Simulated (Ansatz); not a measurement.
Potential energy curve for NLi, lowest singlet found (which spin is the ground state isn't settled by this scan).

RCCSD = CCSD on RHF/aug-cc-pVDZ, frozen core (Ansatz, a first-principles code); RMP2 = Ansatz with MP2 on RHF/aug-cc-pVDZ, frozen core; RKS-B3LYP = restricted B3LYP/aug-cc-pVDZ in Ansatz; RKS-CAM-B3LYP = restricted CAM-B3LYP/aug-cc-pVDZ run with Ansatz.

Energies are in kcal/mol, each relative to the lowest point of its own curve between 1.66 and 2.35 Å, where full CI is lowest.

```
R / Å  RCCSD  RMP2  RKS-B3LYP  RKS-CAM-B3LYP
-----  -----  ----  ---------  -------------
1.66     6.3   6.8        5.2            4.6
1.72     3.0   3.3        2.3            1.8
1.79     0.9   1.0        0.4            0.2
1.89     0.0   0.0        0.0            0.0
1.95     0.4   0.3        0.6            0.8
2.03     1.7   1.6        2.2            2.6
2.07     2.7   2.5        3.3            3.7
2.16     5.2   5.0        6.0            6.7
2.23     7.5   7.2        8.4            9.3
2.35    11.9  11.5       12.9           14.1
2.52    18.5  18.1       19.5           21.1
2.69    25.0  24.6       26.0           28.1
2.93    33.8  33.5       34.6           37.5
3.20    42.6  42.5       43.1           46.9
3.53    51.5  52.0       51.9           56.9
3.95    59.6  61.8       60.5           67.3
4.40    64.5  69.6       67.4           76.0
4.93       —  75.6       73.1           83.7
5.78       —  79.0       78.7           92.1
6.77       —  76.1       82.3           98.1
```

At the longest distance, 6.77 Å, RKS-CAM-B3LYP lies highest above its minimum (98.1 kcal/mol) and RMP2 lowest (76.1 kcal/mol).

A dash means that the run gave no value there, or that the column was ended at a point which the program doubted or which failed a test of continuity chosen for this set; such a test can also cut sound points.

The scan ran from 1.42 to 6.77 Å; beyond the distances shown full CI changes its symmetry label. The T1 diagnostic of CCSD on the restricted reference of RCCSD, RMP2 exceeds 0.045 at 3.20 to 6.77 Å. The restricted form behind RMP2, RKS-B3LYP, RKS-CAM-B3LYP keeps the bonding electrons paired and can't separate into open-shell fragments.
